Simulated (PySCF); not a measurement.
C₃H₄N₂, SMILES c1c[nH]cn1. Atoms are numbered in the order given.

```xyz
9

C      0.2372    -1.1476     0.0000
C     -1.0133    -0.5647     0.0000
N     -0.7716     0.7906     0.0000
C      0.5840     0.9626     0.0000
N      1.2181    -0.1892     0.0000
H      0.4770    -2.2113     0.0000
H     -2.0213    -0.9740     0.0000
H     -1.4735     1.5220     0.0000
H      1.0449     1.9515     0.0000
```
Charge 0, spin multiplicity 1.

Geometry optimised at r2SCAN-D4/def2-SVP.

Computed with SMD-ωB97X/def2-SVP in PySCF.

Solvation free energies are E(SMD) − E(gas) at the gas-phase geometry, for 1 M in both phases. In vacuum the dipole moment is 3.85 D.

Q: Rank water, diethylether, benzene by solvation free energy, most negative first.

A: diethylether (-9.4 kcal/mol), water (-8.6 kcal/mol), benzene (-7.6 kcal/mol)
